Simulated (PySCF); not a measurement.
# Correlation energy of Al⁺ (aluminium, charge +1)

[Ne] 3s2, closed-shell 1S. Computed with PySCF 2.14 in cc-pV(D+d)Z, with the non-relativistic Hamiltonian (point nucleus). Frozen: [Ne]; 2 electrons correlated.

Total MP2 correlation energy: -25.33 mhartree.

Same-spin part 0.00 and opposite-spin part -25.33 mhartree; SCS-MP2 scales them by 1/3 and 6/5 to -30.40 mhartree.

With two correlated electrons CCSD is exact within the correlated space (frozen core and kept virtual orbitals).

| level | correlation energy (mhartree) |
| --- | --- |
| CCSD | -38.67 |

Diagnostics: T1 = 0.0078, D1 = 0.0110, largest double amplitude 0.114.

**Question.** Is a single reference adequate?

**Answer.** Mostly. T1 lies below 0.03, but a double amplitude of this size points to a near-degeneracy that CCSD handles and MP2 describes poorly.
